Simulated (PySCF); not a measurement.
**Spinor energies of Zr²⁰⁺ (zirconium, charge +20)**

Start: [Ar] 3d2; 3d3/2 filled at m_j = +1/2, +3/2. Calculated with PySCF 2.14 in an even-tempered Gaussian basis (16 s from 2.3 bohr⁻², ratio 2.8; 12 p from 2.9 bohr⁻², ratio 2.8; 8 d from 2.9 bohr⁻², ratio 2.8; 3 f from 9.4 bohr⁻², ratio 3): generalised Hartree-Fock with the X2C-1e Hamiltonian and a Gaussian nucleus; one run each with spin-orbit coupling (SO) switched off, then screened by Boettger's factors.

```csv
spinor shell,electrons,"ε, spin-free (eV)","ε, screened SO (eV)",weight of nominal j (screened SO),"rms radius, screened SO (bohr)"
1s1/2,2,-18857.8,-18856.7,1.000,0.0426
2s1/2,2,-3329.5,-3329.0,1.000,0.175
2p1/2,2,-3046.7,-3109.0,0.999,0.153
2p3/2,4,-3046.7,-3016.8,0.999,0.156
3s1/2,2,-1084.4,-1084.3,1.000,0.448
3p1/2,2,-985.28,-1003.0,0.944,0.440
3p3/2,4,-985.28,-976.67,0.972,0.448
3d3/2,2,-864.71,-865.83,0.924,0.405
```

```json
{"quantity": "E (hartree)", "spin-free": "-3370.91559", "screened SO": "-3371.37554"}
{"quantity": "M_J", "spin-free": "2", "screened SO": "2"}
{"quantity": "⟨J²⟩", "spin-free": "8.001", "screened SO": "6.468"}
{"quantity": "⟨L²⟩", "spin-free": "12.001", "screened SO": "11.374"}
{"quantity": "⟨S²⟩", "spin-free": "2.000", "screened SO": "1.798"}
```

The determinant has a definite M_J but mixes levels of different J.

Each row is a mean over spinors that exchange with the open shell spreads, by up to 13.918 eV (3p1/2).

Breit and QED terms are absent; they matter most for the inner s and p1/2 levels.

Densities and radii are taken from the X2C orbitals without a picture-change correction, which distorts them close to the nucleus.

Without spin-orbit coupling the j labels of p, d and f shells carry no meaning; the spin-free column gives the mean over the occupied spinors of each nl shell, and its ⟨J²⟩ belongs to a mixture of degenerate components.
